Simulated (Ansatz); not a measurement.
C3H8OSi, SMILES [C@H]1([SiH3])[C@H](C1)O.

Coordinates come from a r2SCAN-D4/def2-SVP optimisation. The structure was generated by enumeration; whether it is a known compound was not checked. The values are those of a single conformer.

Two levels are set side by side: PBE/def2-TZVPD (Ansatz, a quantum-chemistry and plane-wave program) and PBE0/def2-TZVPD (Ansatz). Energy differences of separate SCF runs at the same geometry; the states with an electron removed or added have multiplicity 2 and 2. Differences are taken from unrounded values.

```json
[
 {"quantity": "vertical ionisation energy (eV)", "PBE0": "9.76", "PBE": "9.37", "PBE minus PBE0": "-0.39"},
 {"quantity": "vertical singlet–triplet gap (eV)", "PBE0": "6.43", "PBE": "5.96", "PBE minus PBE0": "-0.47"}
]
```
